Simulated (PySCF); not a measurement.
## How methods differ on the excitation energy of As²⁺

As²⁺ [Ar] 3d10 4s2 4p1 (2P) → As²⁺ [Ar] 3d10 4s1 4p1 4d1 (high-spin determinant), as a difference of total energies. Computed with PySCF 2.14 in aug-cc-pVDZ-PP with ECP10MDF (5s4p3d, 32 functions), with scalar relativity through the core potential. Correlated levels: valence: 3s2 3p6 3d10 frozen. The calculations carry no spin-orbit coupling.

```json
{"method": "UHF", "excitation energy (eV)": "21.189"}
{"method": "MP2 (valence)", "excitation energy (eV)": "21.945"}
{"method": "SCS-MP2 (valence)", "excitation energy (eV)": "22.172"}
{"method": "CCSD (valence)", "excitation energy (eV)": "21.565"}
{"method": "CCSD(T) (valence)", "excitation energy (eV)": "21.406"}
{"method": "CCSDT (valence)", "excitation energy (eV)": "22.763"}
{"method": "FCI (valence)", "excitation energy (eV)": "21.446"}
```

**Question.** How much does correlation contribute at CCSD(T) (valence)?

**Answer.** 21.406 − (21.189) = 0.217 eV, measured against UHF.

The promoted electron is Rydberg-like, and one or two diffuse shells describe it only roughly, which tends to raise the upper state.

The coupled-cluster amplitudes are large for the upper state (T1 above 0.03 or a double amplitude above 0.15), so a single reference is strained.

The determinant of the upper state mixes LS terms, which raises its energy above the lowest term, most at the Hartree-Fock and MP2 levels.
